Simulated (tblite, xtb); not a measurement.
Br4Sn, triplet, geometry from GFN2-xTB (such geometries of metal compounds can be far from the true shape) (a higher spin typed on purpose: for a closed-shell molecule this is an excited state). Base run: GFN1-xTB (xtb).

Geometry (Å):
```xyz
5

Br    -0.9735     2.4077    -0.8231
Sn     0.0000     0.0000     0.0000
Br    -1.8753    -1.9305    -0.4232
Br     0.5955     0.1211     2.6558
Br     2.2533    -0.5983    -1.4096
```
Charge 0, spin multiplicity 3.
All else is at xtb's defaults.
Base energy -18.09597 Eh.

Programs used: tblite, xtb; a row that names a program was run with it.

Each row names what was changed in the base input (with any setting that the change needs).

| change | ΔE vs base (kJ/mol) | dipole (D) | G_solv (kcal/mol) | SCF cycles |
|---|---|---|---|---|
| base | 0.00 | 0.00 | - | 12 |
| file = coord | 0.00 | 0.00 | - | 12 |
| alpb = toluene | -42.8 | 0.00 | -10.24 | 12 |
| acc = 0.0001 | 0.00 | 0.00 | - | 15 |
| etemp = 3000 | -66.2 | 0.00 | - | 9 |
| acc = 1000 | 0.13 | 0.20 | - | 6 |
| program = tblite; method = gfn1; option = (--etemp, 2000) | -39.8 | - | - | - |
| alpb = ether | -44.8 | 0.00 | -10.72 | 12 |
| program = tblite; method = gfn1; option = (--efield, 0,0,0.1) | -1.25 | - | - | - |

ALPB and GBSA are two models with their own fitted parameters for each solvent, which aren't always the measured dielectric constant.
